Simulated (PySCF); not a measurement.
# Reading the logs of faulty runs: B3H4N

All numbers below are calculated, not measured. The program is PySCF 2.14.0, an open-source quantum chemistry code, run on an isolated molecule that a program drew, which may never have been made. The molecule is B3H4N (charge 0, singlet), drawn as the SMILES string `B=NBB`.

Each row is a Hartree-Fock (HF) and frozen-core CCSD(T) single point in the cc-pVDZ basis, meant for a local HF minimum. Run 1 is clean. Each other run has one planted mistake out of seven kinds, and not every kind appears here: one electron removed, one electron added, multiplicity raised by two, geometry at a saddle point, minimal basis STO-3G, one bond length entered in bohr, all coordinates scaled. The reference is restricted for singlets and unrestricted otherwise, and also for a bond in bohr. Adding or removing an electron swaps singlet and doublet. Electrons count all cores. HOMO and LUMO are orbital energies over both spins, the gradient is its largest component, and the lowest frequency (negative if imaginary) is given only where the gradient is small. Bond lengths are over the 7 bonds as drawn. T1 is the CCSD diagnostic: over 0.02 (restricted) or 0.045 (unrestricted) a single reference is doubtful.

Geometry of the clean run:
```xyz
8
B3H4N, angstrom
B    -1.2525    2.7756   -1.2069
N    -0.5581    1.7832   -1.4780
B     0.2404    0.6503   -1.7701
B     1.2598   -0.0535   -0.6032
H    -1.9092    3.7122   -0.9549
H     0.1808    0.1867   -2.8853
H     2.4056    0.2925   -0.4699
H     0.8787   -0.9364    0.1218
```

| run | electrons | basis functions | <S^2> | HOMO (eV) | LUMO (eV) | gradient (hartree/bohr) | lowest frequency (cm^-1) | mean bond (Å) | longest bond (Å) | T1 | HF (hartree) | CCSD(T) (hartree) | mistake |
|---|---|---|---|---|---|---|---|---|---|---|---|---|---|
| 1 | 26 | 76 | 0.000 | -10.00 | 2.28 | 3.4e-05 | 147 | 1.3069 | 1.702 | 0.0148 | -130.83717 | -131.28778 | no fault |
| 2 | 26 | 76 | 0.000 | -9.82 | 2.00 | 7.8e-02 | - | 1.4167 | 1.845 | 0.0179 | -130.78956 | -131.25703 | all coordinates scaled |
| 3 | 26 | 24 | 0.000 | -8.27 | 6.22 | 3.8e-02 | - | 1.3069 | 1.702 | 0.0164 | -129.18664 | -129.41181 | minimal basis STO-3G |
| 4 | 26 | 76 | 2.020 | -6.74 | -0.82 | 5.7e-02 | - | 1.3069 | 1.702 | 0.0227 | -130.69997 | -131.14676 | ? |
| 5 | 27 | 76 | 0.761 | 0.33 | 7.02 | 3.0e-02 | - | 1.3069 | 1.702 | 0.0168 | -130.78667 | -131.26387 | ? |

**Which mistake was planted in run 4, and what did it cost?**

Electrons, basis and geometry are unchanged, and <S^2> is 2.020, beside S(S+1) = 2.00 for a multiplicity of 3. So the mistake is: multiplicity raised by two. Subtracting run 1 and multiplying by 627.51 kcal/mol a hartree, the energy moved by 86.1 kcal/mol in HF and 88.5 kcal/mol in CCSD(T).

**Which mistake was planted in run 5, and what did it cost?**

It counts 27 electrons, one more than the clean run, at the same geometry and basis. So the mistake is: one electron added. Subtracting run 1 and multiplying by 627.51 kcal/mol a hartree, the energy moved by 31.7 kcal/mol in HF and 15.0 kcal/mol in CCSD(T).

Cautions from the logs. Run 5: the HOMO is above zero, so the electron isn't bound and the energy depends on the basis.
